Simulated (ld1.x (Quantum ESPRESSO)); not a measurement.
## Reading a pseudo-wave (Ni (Z = 28))

Columns: radius, all-electron u(r) and pseudo u(r) of the 3d shell (level -28.37 eV) of nickel in the configuration [Ne] 3s2 3p6 3d8 4s0 4p0; PBE, scalar-relativistic, RRKJ scheme, ld1.x (Quantum ESPRESSO) 7.5.

| r (bohr) | all-electron | pseudo |
| --- | --- | --- |
| 0.100 | 0.0953 | 0.0132 |
| 0.200 | 0.3651 | 0.0965 |
| 0.300 | 0.6403 | 0.2819 |
| 0.400 | 0.8386 | 0.5454 |
| 0.500 | 0.9511 | 0.8202 |
| 0.600 | 0.9930 | 1.0304 |
| 0.700 | 0.9861 | 1.1284 |
| 0.800 | 0.9495 | 1.1122 |
| 0.900 | 0.8966 | 1.0195 |
| 1.000 | 0.8360 | 0.9012 |
| 1.100 | 0.7730 | 0.7954 |
| 1.200 | 0.7106 | 0.7142 |
| 1.300 | 0.6505 | 0.6506 |
| 1.400 | 0.5936 | 0.5936 |
| 1.500 | 0.5404 | 0.5404 |
| 1.600 | 0.4911 | 0.4911 |
| 1.700 | 0.4455 | 0.4455 |
| 1.800 | 0.4036 | 0.4036 |
| 1.900 | 0.3651 | 0.3651 |
| 2.000 | 0.3300 | 0.3300 |
| 2.100 | 0.2979 | 0.2979 |
| 2.200 | 0.2687 | 0.2687 |
| 2.300 | 0.2422 | 0.2422 |
| 2.400 | 0.2180 | 0.2180 |
| 2.500 | 0.1961 | 0.1961 |
| 2.600 | 0.1763 | 0.1763 |

(1) How many radial nodes do the two functions have?

(2) At about which radius was the pseudo-wave matched?

(3) Is the pseudo-wave norm-conserving?

Results:

(1) The all-electron 3d function has n − l − 1 = 0; the pseudo-wave has 0.

(2) 1.35 bohr, where the columns begin to agree (steps of 0.10 bohr).

(3) Yes: the RRKJ scheme keeps the norm inside the radius equal to the all-electron one, which fixes the energy derivative of the logarithmic derivative at the level.
